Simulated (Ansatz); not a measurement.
C2H8Si2, SMILES `[SiH3][C@@H]1C[SiH2]1` (charge 0, multiplicity 1).

Computed with HSE06/cc-pVTZ // B3LYP-D3(BJ)/def2-TZVP (Ansatz, an electronic-structure program).

Ansatz 0.2 input:
```yaml
crystal:
  periodic: [false, false, false]
  atoms:
    - { symbol: Si, position_ang: [1.729846, 0.029855, 0.188367] }
    - { symbol: C, position_ang: [-0.065325, -0.198809, 0.583508] }
    - { symbol: C, position_ang: [-0.994973, -0.876273, -0.475028] }
    - { symbol: Si, position_ang: [-1.377911, 0.8972, -0.138815] }
    - { symbol: H, position_ang: [1.855001, 0.557508, -1.193818] }
    - { symbol: H, position_ang: [2.357722, 0.991546, 1.126709] }
    - { symbol: H, position_ang: [2.482878, -1.249463, 0.254699] }
    - { symbol: H, position_ang: [-0.257071, -0.517676, 1.604878] }
    - { symbol: H, position_ang: [-1.654727, -1.650558, -0.101177] }
    - { symbol: H, position_ang: [-0.530215, -1.148202, -1.416595] }
    - { symbol: H, position_ang: [-2.550417, 1.236743, 0.684754] }
    - { symbol: H, position_ang: [-0.994808, 1.928133, -1.117481] }
basis:
  gaussian: { orbitals: cc-pVTZ }
hamiltonian:
  xc: hse06
```

Output:

```
Functional definition: HSE06
1394 factors; their error is unknown
129 factors; integrals over basis functions are off by at most 5.8e-7 eV
mean field evaluation 1: about -17940.6841 eV, gradient 6.1e1 eV
mean field evaluation 2: about -17920.2881 eV, gradient 1.0e2 eV
mean field evaluation 4: about -17949.8822 eV, gradient 3.4e0 eV
mean field evaluation 8: about -17949.9152 eV, gradient 2.4e-1 eV
mean field evaluation 16: about -17949.9729 eV, gradient 1.2e-4 eV
mean field -17949.97288816 eV, -659.6493367114 hartree, gradient 1.7e-5 eV, S^2 0.000000; 0 other end points of the search recorded, 0 dependent functions left out
reference -17949.97293468 eV, -659.6493384207 hartree; 24, 24 occupied and 216, 216 virtual orbitals, 1394 factors
Total energy: -17949.97293468 eV, -659.6493384207 hartree
```
